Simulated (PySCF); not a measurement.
PySCF input for ReO3F, SMILES [O]=[Re](=[O])(=[O])[F], multiplicity 1, TDA-B3LYP/def2-SVPD. Geometry: PBE0-D3(BJ)/def2-SVP. The multiplicity is an assumed one; other spin states were not compared. The def2 effective core potentials stand for the cores of Re; spin–orbit coupling is left out.

```python
import numpy as np
from pyscf import gto, scf, dft, tdscf

mol = gto.M(
    atom='''
    Re    0.00000000    0.00000000    0.02141263
    O     1.36824107    0.78995435    0.61824200
    O    -0.00000000   -1.57990870    0.61824200
    O    -1.36824106    0.78995435    0.61824201
    F    -0.00000001   -0.00000000   -1.82708391
    ''',
    basis='def2-SVPD',
    ecp={'Re': 'def2-svp'},
    charge=0,
    spin=0,
    symmetry=True,
    max_memory=1600,
    verbose=4,
)
mf = dft.RKS(mol, xc='b3lyp').density_fit(auxbasis='def2-universal-jkfit')
mf.grids.level = 3
mf.conv_tol = 1e-9
mf.max_cycle = 100
mf.kernel()
mf.grids = dft.Grids(mol).set(level=1).build(with_non0tab=True)  # coarser grid for the response kernel
td = tdscf.TDA(mf)
td.singlet = True
td.nstates = 10
td.conv_tol = 1e-4
td.positive_eig_threshold = 1e-6
td.kernel(x0=td.get_init_guess(mf, 15))
td.analyze()
tt = tdscf.TDA(mf)
tt.singlet = False
tt.nstates = 4
tt.conv_tol = 1e-4
tt.positive_eig_threshold = 1e-6
tt.kernel(x0=tt.get_init_guess(mf, 9))
tt.analyze(verbose=3)
```

Program output:

```
PySCF version 2.14.0

[INPUT] verbose = 4
[INPUT] num. atoms = 5
[INPUT] num. electrons = 48
[INPUT] charge = 0
[INPUT] spin (= nelec alpha-beta = 2S) = 0
[INPUT] symmetry True subgroup None
[INPUT] Mole.unit = angstrom
[INPUT] Symbol           X                Y                Z      unit          X                Y                Z       unit  Magmom
[INPUT]  1 Re     0.000000000000   0.000000000000   0.021412630000 AA    0.000000000000   0.000000000000   0.040464006307 Bohr   0.0
[INPUT]  2 O      1.368241070000   0.789954350000   0.618242000000 AA    2.585600894682   1.492797372409   1.168308058703 Bohr   0.0
[INPUT]  3 O      0.000000000000  -1.579908700000   0.618242000000 AA    0.000000000000  -2.985594744818   1.168308058703 Bohr   0.0
[INPUT]  4 O     -1.368241060000   0.789954350000   0.618242010000 AA   -2.585600875785   1.492797372409   1.168308077601 Bohr   0.0
[INPUT]  5 F     -0.000000010000   0.000000000000  -1.827083910000 AA   -0.000000018897   0.000000000000  -3.452688196499 Bohr   0.0

nuclear repulsion = 227.836062117397
point group symmetry = C3v, use subgroup Cs
symmetry origin: [-1.7497462e-10  0.0000000e+00  2.4496450e-09]
symmetry axis x: [ 8.66025404e-01 -5.00000000e-01 -6.32868721e-09]
symmetry axis y: [1.12316321e-08 6.79638297e-09 1.00000000e+00]
symmetry axis z: [-5.00000000e-01 -8.66025404e-01  1.15016563e-08]
num. orbitals of irrep A' = 79
num. orbitals of irrep A" = 48
number of shells = 49
number of NR pGTOs = 192
number of NR cGTOs = 127
basis = def2-SVPD
ecp = {'Re': 'def2-svp'}


******** <class 'pyscf.df.df_jk.DFSymAdaptedRKS'> ********
method = DFSymAdaptedRKS
initial guess = minao
damping factor = 0
level_shift factor = 0
DIIS = <class 'pyscf.scf.diis.CDIIS'>
diis_start_cycle = 1
diis_space = 8
diis_damp = 0
SCF conv_tol = 1e-09
SCF conv_tol_grad = None
SCF max_cycles = 100
direct_scf = False
XC library pyscf.dft.libxc version 7.1.2
    S. Lehtola, C. Steigemann, M. J. T. Oliveira, and M. A. L. Marques,  SoftwareX 7, 1–5 (2018)
XC functionals = b3lyp
    P. J. Stephens, F. J. Devlin, C. F. Chabalowski, and M. J. Frisch,  J. Phys. Chem. 98, 11623 (1994)
radial grids:
    Treutler-Ahlrichs [JCP 102, 346 (1995); DOI:10.1063/1.469408] (M4) radial grids

becke partition: Becke, JCP 88, 2547 (1988); DOI:10.1063/1.454033
pruning grids: <function nwchem_prune>
grids dens level: 3
symmetrized grids: True
atomic radii adjust function: <function treutler_atomic_radii_adjust>
small_rho_cutoff = 0
Freeze 0 electrons in irreps []
    48 free electrons in irreps A' A"
Set gradient conv threshold to 3.16228e-05
Initial guess from minao.
tot grids = 80816
******** <class 'pyscf.df.df.DF'> ********
auxbasis = def2-universal-jkfit
init E= -391.358225286864
HOMO (A") = -0.666020234709847  LUMO (A') = -0.374859237222203  gap/eV = 7.92289
cycle= 1 E= -403.037269140832  delta_E= -11.7  |g|= 1.91  |ddm|= 8.03
HOMO (A") = -0.19352806430121  LUMO (A') = -0.164868623637844  gap/eV = 0.77986
cycle= 2 E= -397.380614673484  delta_E= 5.66  |g|= 5.39  |ddm|= 5.71
HOMO (A") = -0.346595526203081  LUMO (A') = -0.0901375124226078  gap/eV = 6.97858
cycle= 3 E= -403.63955071712  delta_E= -6.26  |g|= 0.673  |ddm|= 4.82
HOMO (A") = -0.363613647116109  LUMO (A') = -0.139787789370121  gap/eV = 6.09061
cycle= 4 E= -403.691902425954  delta_E= -0.0524  |g|= 0.442  |ddm|= 0.72
HOMO (A") = -0.384623437463946  LUMO (A') = -0.152574801034447  gap/eV = 6.31437
cycle= 5 E= -403.723635715297  delta_E= -0.0317  |g|= 0.0991  |ddm|= 0.313
HOMO (A") = -0.370387600961559  LUMO (A') = -0.135698675906461  gap/eV = 6.38621
cycle= 6 E= -403.725647713619  delta_E= -0.00201  |g|= 0.0123  |ddm|= 0.0934
HOMO (A") = -0.371730095655642  LUMO (A') = -0.136563239653647  gap/eV = 6.39922
cycle= 7 E= -403.725679771121  delta_E= -3.21e-05  |g|= 0.00271  |ddm|= 0.012
HOMO (A") = -0.371667052850484  LUMO (A') = -0.136480562293922  gap/eV = 6.39975
cycle= 8 E= -403.725681072331  delta_E= -1.3e-06  |g|= 0.000624  |ddm|= 0.00201
HOMO (A") = -0.371654915677917  LUMO (A") = -0.136478184117403  gap/eV = 6.39948
cycle= 9 E= -403.72568114422  delta_E= -7.19e-08  |g|= 0.000127  |ddm|= 0.00047
HOMO (A") = -0.37165667228483  LUMO (A') = -0.13647797895629  gap/eV = 6.39954
cycle= 10 E= -403.725681139934  delta_E= 4.29e-09  |g|= 0.000198  |ddm|= 0.000196
HOMO (A") = -0.371657139439573  LUMO (A') = -0.136477050535831  gap/eV = 6.39958
cycle= 11 E= -403.725681147645  delta_E= -7.71e-09  |g|= 2.21e-05  |ddm|= 0.000137
HOMO (A") = -0.371657523692292  LUMO (A') = -0.136477376607207  gap/eV = 6.39958
cycle= 12 E= -403.725681147739  delta_E= -9.36e-11  |g|= 8.68e-07  |ddm|= 1.7e-05
HOMO (A") = -0.371657426092451  LUMO (A') = -0.136477301970441  gap/eV = 6.39958
Extra cycle  E= -403.725681147744  delta_E= -5e-12  |g|= 1.21e-06  |ddm|= 2.77e-06
converged SCF energy = -403.725681147744
tot grids = 29776
Overwritten attributes  positive_eig_threshold  of <class 'pyscf.tdscf.rks.TDA'>


******** <class 'pyscf.tdscf.rks.TDA'> for <class 'pyscf.df.df_jk.DFSymAdaptedRKS'> ********
nstates = 10 singlet
deg_eia_thresh = 1.000e-03
wfnsym = None
conv_tol = 0.0001
eigh lindep = 1e-12
eigh level_shift = 0
eigh max_cycle = 100


Excitation energies (eV)
[4.81213755 4.81214514 5.15445165 5.16917284 5.45904412 5.45907662
 6.0133454  6.09020299 6.09022803 6.73503456]

** Singlet excitation energies and oscillator strengths **
Excited State   1:  ???      4.81214 eV    257.65 nm  f=0.0008
      22 -> 25       -0.27363
      23 -> 26        0.27366
      24 -> 25       -0.58980
Excited State   2:  ???      4.81215 eV    257.65 nm  f=0.0008
      22 -> 26       -0.27367
      23 -> 25       -0.27367
      24 -> 26        0.58978
Excited State   3:  ???      5.15445 eV    240.54 nm  f=0.0000
      22 -> 25       -0.49837
      23 -> 26       -0.49836
Excited State   4:  ???      5.16917 eV    239.85 nm  f=0.0049
      22 -> 26       -0.49823
      23 -> 25        0.49823
Excited State   5:  ???      5.45904 eV    227.12 nm  f=0.0065
      21 -> 25       -0.40555
      22 -> 26        0.32764
      23 -> 25        0.32762
      23 -> 27        0.12564
      24 -> 26        0.30902
Excited State   6:  ???      5.45908 eV    227.12 nm  f=0.0065
      21 -> 26       -0.40554
      22 -> 25        0.32765
      22 -> 27       -0.12565
      23 -> 26       -0.32764
      24 -> 25       -0.30900
Excited State   7:  ???      6.01335 eV    206.18 nm  f=0.0000
      24 -> 27        0.70147
Excited State   8:  ???      6.09020 eV    203.58 nm  f=0.0036
      21 -> 25       -0.47080
      22 -> 26       -0.12755
      23 -> 25       -0.12756
      23 -> 27       -0.45841
      24 -> 26       -0.12193
Excited State   9:  ???      6.09023 eV    203.58 nm  f=0.0036
      21 -> 26       -0.47081
      22 -> 25       -0.12757
      22 -> 27        0.45840
      23 -> 26        0.12755
      24 -> 25        0.12191
Excited State  10:  ???      6.73503 eV    184.09 nm  f=0.0219
      19 -> 25       -0.16577
      20 -> 26        0.16577
      21 -> 25        0.23840
      21 -> 29       -0.12222
      22 -> 26        0.13775
      22 -> 28        0.15595
      23 -> 25        0.13774
      23 -> 27       -0.46365
      23 -> 29        0.15594
      24 -> 28        0.21684

** Transition electric dipole moments (AU) **
state          X           Y           Z        Dip. S.      Osc.
  1        -0.0409     -0.0708     -0.0000      0.0067      0.0008
  2        -0.0708      0.0409     -0.0000      0.0067      0.0008
  3        -0.0000     -0.0000      0.0000      0.0000      0.0000
  4        -0.0000      0.0000      0.1970      0.0388      0.0049
  5        -0.1914      0.1105     -0.0000      0.0488      0.0065
  6        -0.1105     -0.1914     -0.0000      0.0488      0.0065
  7        -0.0000     -0.0000      0.0000      0.0000      0.0000
  8         0.1347     -0.0778     -0.0000      0.0242      0.0036
  9         0.0778      0.1348      0.0000      0.0242      0.0036
 10        -0.3153      0.1821     -0.0000      0.1326      0.0219

WARN: ECP detected. Skipping calculation of transition velocity and magnetic dipole moments, which have not yet been implemented.



******** <class 'pyscf.tdscf.rks.TDA'> for <class 'pyscf.df.df_jk.DFSymAdaptedRKS'> ********
nstates = 4 triplet
deg_eia_thresh = 1.000e-03
wfnsym = None
conv_tol = 0.0001
eigh lindep = 1e-12
eigh level_shift = 0
eigh max_cycle = 100


Excitation energies (eV)
[4.31628644 4.31629306 4.54133518 4.5656467 ]

** Triplet excitation energies and oscillator strengths **
Excited State   1:  ???      4.31629 eV    287.25 nm  f=0.0000
Excited State   2:  ???      4.31629 eV    287.25 nm  f=0.0000
Excited State   3:  ???      4.54134 eV    273.01 nm  f=0.0000
Excited State   4:  ???      4.56565 eV    271.56 nm  f=0.0000
```

The run converged.
